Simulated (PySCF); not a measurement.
Species: C4H9N2Si2 (doublet state).
Structure used (GFN2-xTB), in Å, numbered top down from 1:
```
atom  x, y, z in Å
N1     4.294   -1.567    0.435
C2     3.679   -0.599    0.436
Si3    2.634    0.948    0.398
Si4    0.758    0.543   -0.899
C5    -0.717    0.002    0.177
C6    -1.966   -0.322   -0.659
C7    -3.129   -0.740    0.125
N8    -3.269   -0.860    1.348
H9     2.400    1.235    1.818
H10    3.560    1.959   -0.125
H11    0.356    1.753   -1.635
H12    0.988   -0.501   -1.909
H13   -0.459   -0.881    0.764
H14   -0.976    0.782    0.895
H15   -2.263    0.551   -1.247
H16   -1.743   -1.124   -1.370
H17   -4.152   -1.166    1.737
```

The hyperfine couplings belong to this conformer and change with its torsions.

The species is `[H]/N=[C]/CC[SiH2][SiH2]C#N` [radical].

Computed with PySCF, UKS B3LYP, pcH-1 on C H N Si, non-relativistic, mean-field spin-orbit, GIAO. One conformer (not necessarily the lowest) at the GFN2-xTB geometry, without solvent, vibrations or thermal averaging. A GFN2-xTB geometry isn't a minimum of the functional, and hyperfine couplings can be far from their values at a DFT geometry. No stability test was run, so a lower SCF solution isn't excluded.

Task: Match the computed a_iso(13C) values +234.2, +90.5, +27.8 MHz with the sites C5; C6; C7.

Result: 
```tsv
site	a_iso (MHz)	ρ(0) (bohr⁻³)	position	distance from C7 (Å)	spin population	largest |T| (MHz)
C5	+27.8	+0.0248	2 bonds from C7	2.52	+0.05	9.8
C6	+90.5	+0.0806	1 bond from C7	1.46	0.00	15.3
C7	+234.2	+0.2085	largest spin population	0.00	+0.73	117.5
```

ρ(0) is the spin density at the nucleus and T the dipolar tensor; a_iso includes a spin–orbit part; entries for several nuclei are means. The largest Mulliken spin populations are on C7 (+0.73) and N8 (+0.16).

Means are taken over nuclei equivalent by connectivity, which assumes that they swap fast.
